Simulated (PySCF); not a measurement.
# Shifts of the heteroatoms

Molfile (atoms numbered from 1):
```
C9H13P
     RDKit          3D

 23 23  0  0  0  0  0  0  0  0999 V2000
   -1.9678   -0.8853    0.6712 C   0  0  0  0  0  0  0  0  0  0  0  0
   -1.0013    0.1601    0.1076 C   0  0  0  0  0  0  0  0  0  0  0  0
   -1.1484    1.4396    0.9438 C   0  0  0  0  0  0  0  0  0  0  0  0
   -1.4019    0.4369   -1.3488 C   0  0  0  0  0  0  0  0  0  0  0  0
    0.4568   -0.2885    0.1431 C   0  0  0  0  0  0  0  0  0  0  0  0
    1.4226    0.5898   -0.3493 C   0  0  0  0  0  0  0  0  0  0  0  0
    2.7781    0.3154   -0.3786 C   0  0  0  0  0  0  0  0  0  0  0  0
    3.3367   -0.8607    0.0755 C   0  0  0  0  0  0  0  0  0  0  0  0
    2.4311   -2.1702    0.7513 P   0  0  0  0  0  0  0  0  0  0  0  0
    0.8256   -1.5231    0.6452 C   0  0  0  0  0  0  0  0  0  0  0  0
   -2.9846   -0.5021    0.6139 H   0  0  0  0  0  0  0  0  0  0  0  0
   -1.7510   -1.1006    1.7151 H   0  0  0  0  0  0  0  0  0  0  0  0
   -1.9271   -1.8093    0.0988 H   0  0  0  0  0  0  0  0  0  0  0  0
   -0.8307    1.2576    1.9686 H   0  0  0  0  0  0  0  0  0  0  0  0
   -2.1883    1.7590    0.9563 H   0  0  0  0  0  0  0  0  0  0  0  0
   -0.5499    2.2524    0.5419 H   0  0  0  0  0  0  0  0  0  0  0  0
   -1.2657   -0.4578   -1.9531 H   0  0  0  0  0  0  0  0  0  0  0  0
   -0.8067    1.2347   -1.7842 H   0  0  0  0  0  0  0  0  0  0  0  0
   -2.4484    0.7302   -1.3978 H   0  0  0  0  0  0  0  0  0  0  0  0
    1.1075    1.5482   -0.7351 H   0  0  0  0  0  0  0  0  0  0  0  0
    3.4383    1.0731   -0.7838 H   0  0  0  0  0  0  0  0  0  0  0  0
    4.4104   -0.9861    0.0113 H   0  0  0  0  0  0  0  0  0  0  0  0
    0.0599   -2.1862    1.0217 H   0  0  0  0  0  0  0  0  0  0  0  0
  1  2  1  0
  2  3  1  0
  2  4  1  0
  2  5  1  0
  5  6  1  0
  6  7  2  0
  7  8  1  0
  8  9  2  0
  9 10  1  0
 10  5  2  0
  1 11  1  0
  1 12  1  0
  1 13  1  0
  3 14  1  0
  3 15  1  0
  3 16  1  0
  4 17  1  0
  4 18  1  0
  4 19  1  0
  6 20  1  0
  7 21  1  0
  8 22  1  0
 10 23  1  0
M  END
```

- GIAO PBE0/pcSseg-1 shieldings
- geometry: GFN2-xTB
- program: PySCF 2.14.0 with density-fitted response routines
- in vacuum, non-relativistic, rapidly exchanging positions averaged, single conformer

Problem. What are the ³¹P shifts?

Solution. 
```tsv
atoms	environment	σ (ppm)	δ (ppm)
P9	phosphorus bonded to 2 C, in a 6-membered ring	85.1	199.6
```

Shieldings were converted by a linear fit to measured shifts: ³¹P (scatter 18.1 ppm rms vs H3PO4, solution or neat liquid). Occasional misses reach two or three times the rms, and more in compound classes unlike the fitted ones.

On a 400 MHz spectrometer ³¹P resonates near 161.9 MHz, so 1 ppm is 161.9 Hz.
